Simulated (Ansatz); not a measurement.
`C=CC[SiH](F)F`. Total charge 0; spin multiplicity 1. The geometry is a stationary point of PBE0-D4/def2-TZVP. It is one conformer, not always the lowest.

```xyz
12

C     0.853    1.581   -0.973
C     0.005    0.561   -0.961
C     0.246   -0.746   -0.281
Si   -0.710   -0.847    1.307
F    -2.261   -0.668    1.002
F    -0.530   -2.287    1.957
H     1.829    1.517   -0.502
H     0.602    2.515   -1.461
H    -0.962    0.675   -1.444
H     1.306   -0.878   -0.041
H    -0.057   -1.589   -0.912
H    -0.320    0.164    2.308
```

What is the dipole moment at ωB97M-V/def2-TZVPP? (An estimate is asked.)

Ansatz gave: 1.79 D, with components (1.33, 0.76, -0.92) D in this frame, pointing from negative to positive charge.

And with PBE, r2SCAN, B3LYP? (An estimate is asked.)

Computed: PBE 1.70 D, r2SCAN 1.73 D, B3LYP 1.80 D.

Give the Mulliken charges with ωB97M-V, r2SCAN, PBE in def2-TZVPP. (Estimate.)

Computed: 
| atom | ωB97M-V | r2SCAN | PBE |
| --- | --- | --- | --- |
| C1 | -0.21 | -0.20 | -0.20 |
| C2 | -0.14 | -0.11 | -0.14 |
| C3 | -0.29 | -0.15 | -0.18 |
| Si4 | 0.76 | 0.81 | 0.70 |
| F5 | -0.31 | -0.32 | -0.28 |
| F6 | -0.31 | -0.32 | -0.27 |
| H7 | 0.09 | 0.07 | 0.08 |
| H8 | 0.11 | 0.09 | 0.10 |
| H9 | 0.13 | 0.10 | 0.11 |
| H10 | 0.11 | 0.06 | 0.09 |
| H11 | 0.12 | 0.07 | 0.09 |
| H12 | -0.05 | -0.10 | -0.10 |

B3LYP here is the variant with VWN-RPA as its local correlation; programs differ in this.
